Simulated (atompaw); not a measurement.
**Cutoff test, As (Z = 33), PAW (atompaw)**

atompaw 4.2.0.5 input, output lines left out:

```
As 33
LDA-PW scalarrelativistic loggrid 1500 logderivrange -3 5 201
4 4 3 0 0 0
4 1 3
0 0 0
c
c
c
v
c
c
v
c
2
2.25 2.25 1.85 1.65
y
-0.65
n
y
0.05
n
y
0.05
y
2.6
n
custom rrkj gramschmidtortho sinc
bessel
1.40
1.40
2.25
2.25
1.75
2.25
```

The pseudo-atom Hamiltonian at the reference potential is diagonalised in spherical Bessel functions j_l(qr) that vanish at 20 bohr, with q² up to the cutoff. All-electron valence levels (Ry): 4s -1.0804, 4p -0.3926.

Q: How do the lowest levels (Ry) of each channel move with the cutoff, and are there ghosts?

A:

```json
{"cutoff (Ry)": "8", "s #1": "-0.9701", "s #2": "-0.0253", "p #1": "-0.3849", "p #2": "0.0289", "d #1": "0.0626", "f #1": "0.1136", "Σ f·Δε (mRy)": "243.6"}
{"cutoff (Ry)": "10", "s #1": "-1.0141", "s #2": "-0.0285", "p #1": "-0.3900", "p #2": "0.0287", "d #1": "0.0626", "f #1": "0.1136", "Σ f·Δε (mRy)": "140.6"}
{"cutoff (Ry)": "15", "s #1": "-1.0650", "s #2": "-0.0324", "p #1": "-0.3926", "p #2": "0.0286", "d #1": "0.0626", "f #1": "0.1136", "Σ f·Δε (mRy)": "31.1"}
{"cutoff (Ry)": "18", "s #1": "-1.0771", "s #2": "-0.0335", "p #1": "-0.3926", "p #2": "0.0286", "d #1": "0.0626", "f #1": "0.1136", "Σ f·Δε (mRy)": "6.6"}
{"cutoff (Ry)": "25", "s #1": "-1.0797", "s #2": "-0.0337", "p #1": "-0.3926", "p #2": "0.0286", "d #1": "0.0626", "f #1": "0.1136", "Σ f·Δε (mRy)": "1.4"}
{"cutoff (Ry)": "30", "s #1": "-1.0797", "s #2": "-0.0337", "p #1": "-0.3926", "p #2": "0.0286", "d #1": "0.0626", "f #1": "0.1136", "Σ f·Δε (mRy)": "1.3"}
{"cutoff (Ry)": "40", "s #1": "-1.0802", "s #2": "-0.0337", "p #1": "-0.3926", "p #2": "0.0286", "d #1": "0.0626", "f #1": "0.1136", "Σ f·Δε (mRy)": "0.4"}
{"cutoff (Ry)": "45", "s #1": "-1.0803", "s #2": "-0.0338", "p #1": "-0.3926", "p #2": "0.0286", "d #1": "0.0626", "f #1": "0.1136", "Σ f·Δε (mRy)": "0.2"}
{"cutoff (Ry)": "400", "s #1": "-1.0804", "s #2": "-0.0338", "p #1": "-0.3926", "p #2": "0.0286", "d #1": "0.0626", "f #1": "0.1136", "Σ f·Δε (mRy)": "0.0"}
```

Result: no extra level below or beside the all-electron valence levels (s, p, d, f tested); 10 mRy is reached at 18 Ry and 1 mRy at 35 Ry.
